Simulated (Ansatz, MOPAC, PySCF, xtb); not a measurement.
Noncovalent pair: CHN (SMILES C#N) (first 3 atoms) with HI (SMILES I); geometry from B3LYP-D3(BJ)/def2-TZVP.
(charge 0, multiplicity 1):
```xyz
5

C     -0.75729    -0.57205    -0.31790
N     -0.20264    -0.30011     0.64590
H     -1.27406    -0.82612    -1.21631
I      1.73860     0.59879     3.87012
H      0.91808     0.22392     2.52297
```

Counterpoise-corrected where a basis set is named; no monomer relaxation.

Cores are frozen in the correlated methods. Filled d and f shells under p-block atoms count as core. The state that AM1 reach isn't checked.

Run with Ansatz (a quantum-chemistry and plane-wave program) with Gaussian orbitals; MOPAC for AM1 (differences of heats of formation); PySCF for the dispersion terms; xtb for the GFN methods. Values without a source in brackets are computed. In def2 rows elements past Kr take small-core potentials, without spin–orbit coupling.

```json
[
 {"level": "GFN-FF", "interaction energy (meV)": "-94.4"},
 {"level": "AM1", "interaction energy (meV)": "5.6"},
 {"level": "HF/def2-SVPD", "interaction energy (meV)": "-54.3"},
 {"level": "PBE-D3(BJ)/def2-TZVPPD", "interaction energy (meV)": "-141.0"},
 {"level": "BLYP/def2-TZVPPD", "interaction energy (meV)": "-67.3"},
 {"level": "r2SCAN-D3(BJ)/def2-TZVPPD", "interaction energy (meV)": "[?]"},
 {"level": "PBE0-D4/def2-TZVPPD", "interaction energy (meV)": "-134.4"},
 {"level": "wB97M-V/def2-TZVPPD", "interaction energy (meV)": "[?]"},
 {"level": "MP2/def2-SVPD", "interaction energy (meV)": "-132.6"}
]
```

Question: Some entries are withheld; supply them.

Answer: 
- r2SCAN-D3(BJ)/def2-TZVPPD, interaction energy (meV): -117.4
- wB97M-V/def2-TZVPPD, interaction energy (meV): -112.2
